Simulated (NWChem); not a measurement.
System: NbNHF3; SMILES [NH]=[Nb]([F])([F])[F]

Computed with NWChem. Medium grid unless said otherwise, to which SCAN and Minnesota functionals are sensitive. Structure relaxed at the PBE0/def2-SVP level. def2 effective core potentials on Nb; no spin-orbit coupling.

### Question
Predict the results for r2SCAN/def2-SVP. Quantities: highest occupied level (eV); orbital gap (eV); dipole (D).

### Answer
- highest occupied level (eV): -7.67
- orbital gap (eV): 5.31
- dipole (D): 1.17
